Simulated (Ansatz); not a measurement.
```yaml
crystal:
  periodic: [false, false, false]
  atoms:
    - {symbol: C, position_ang: [-0.191482, 1.069267, -1.179623]}
    - {symbol: B, position_ang: [0.523429, -0.102147, -0.455824]}
    - {symbol: Cl, position_ang: [1.979452, -0.797991, -1.145970]}
    - {symbol: Ge, position_ang: [-0.135616, -0.916867, 1.333891]}
    - {symbol: H, position_ang: [-1.267572, 0.878463, -1.256971]}
    - {symbol: H, position_ang: [0.209572, 1.308496, -2.165556]}
    - {symbol: H, position_ang: [-0.110847, 1.962104, -0.544279]}
    - {symbol: H, position_ang: [-0.602625, -2.367095, 1.108073]}
    - {symbol: H, position_ang: [-1.317548, -0.131389, 1.933778]}
    - {symbol: H, position_ang: [0.996436, -0.953940, 2.375381]}
basis:
  gaussian: {orbitals: def2-TZVPP, final_grid: {core_spheres: 20, valence_spheres: 16, degree: 47}}
hamiltonian: {xc: {name: PBE0}, dispersion: d4}
accuracy: high
scf: {lower_state_search: off}
output: {forces: true}
```

```sh
$ ansatz run in.yaml --threads 4 --pin off --events-out ev --progress --plain --max-ram 10444MiB
```

It prints (some lines left out):

```
Functional definition: PBE0
4041 factors; integrals over basis functions are off by at most 1.8e-8 eV
mean field evaluation 1: about -70834.6747 eV, gradient 5.1e1 eV
mean field evaluation 2: about -70832.5362 eV, gradient 5.6e1 eV
mean field evaluation 4: about -70840.2586 eV, gradient 3.1e0 eV
mean field evaluation 8: about -70840.3735 eV, gradient 2.2e-1 eV
mean field evaluation 16: about -70840.3736 eV, gradient 5.5e-5 eV
mean field -70840.37357676 eV, -2603.3357116160 hartree, gradient 5.1e-8 eV, S^2 0.000000; 0 other end points of the search recorded, 0 dependent functions left out
reference -70840.37357981 eV, -2603.3357117280 hartree; 33, 33 occupied and 203, 203 virtual orbitals, 4041 factors
Total energy: -70840.55343612 eV, -2603.3423213257 hartree
Atom 0 at    -0.191482     1.069267    -1.179623 Å, force    -0.009796     0.015858    -0.009294 eV/Å
Atom 1 at     0.523429    -0.102147    -0.455824 Å, force     0.001399     0.003654    -0.003535 eV/Å
Atom 2 at     1.979452    -0.797991    -1.145970 Å, force    -0.002811     0.001647     0.000295 eV/Å
Atom 3 at    -0.135616    -0.916867     1.333891 Å, force    -0.004693    -0.004629     0.011409 eV/Å
Atom 4 at    -1.267572     0.878463    -1.256971 Å, force     0.025788     0.005964     0.002192 eV/Å
Atom 5 at     0.209572     1.308496    -2.165556 Å, force    -0.010171    -0.005199     0.023997 eV/Å
Atom 6 at    -0.110847     1.962104    -0.544279 Å, force    -0.003195    -0.020793    -0.015548 eV/Å
Atom 7 at    -0.602625    -2.367095     1.108073 Å, force     0.003012     0.007777     0.001079 eV/Å
Atom 8 at    -1.317548    -0.131389     1.933778 Å, force     0.007284    -0.004300    -0.003773 eV/Å
Atom 9 at     0.996436    -0.953940     2.375381 Å, force    -0.006817     0.000021    -0.006824 eV/Å
Dipole moment:    -0.151237     0.219890    -0.099553 e Å
Checks for a lower state left out: stability, starts, cluster_reference, orbital_swaps, neighbouring_geometries, increment
```

Hardware: 4 threads of an Arm Neoverse V1 on a shared host. Wall time 16 s, peak host memory 1.4 GiB.
